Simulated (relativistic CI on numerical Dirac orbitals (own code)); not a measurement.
Computed by Dirac-Coulomb-Breit CI, orbitals from a KLI potential per configuration, a model potential for QED, unscaled Slater integrals (own radial code, finite nucleus).

The strongest absorption lines from the ground level of an ion, among the configurations computed and to levels below about 5250 eV (vacuum wavelength in nm, gf): 0.32230 (0.1), 0.32663 (0.068), 0.41251 (0.0006), 0.44619 (0.25), 0.45145 (0.066), 0.46427 (0.25), 3.0715 (0.56), 9.1370 (0.053).

Which ion is it?
A. Er LVII
B. Pt LXVII
C. Er LIX
D. Er LV

A. Er LVII has 12 electrons and the ground level 3s2 1S_0; the strongest line goes to 3s 3p 1P°_1. The pattern of lines fixes the number of electrons, and along that sequence the line energies rise steadily with the charge (about as its square where n changes within one kind of shell, about linearly where n is kept but much faster in heavy ions where fine structure, which grows about as Z⁴, sets the gap, and irregularly where shells cross), which fixes Z. Configurations outside the model, such as inner-shell arrays, can give stronger lines. At this charge energies of transitions that change n are usually good to better than 1 %, and those within a shell (Δn = 0) to a few per cent.

LS names give the leading component of a level, which can be under half, so a name can repeat, a term be missing and a line seem to break the LS rules.
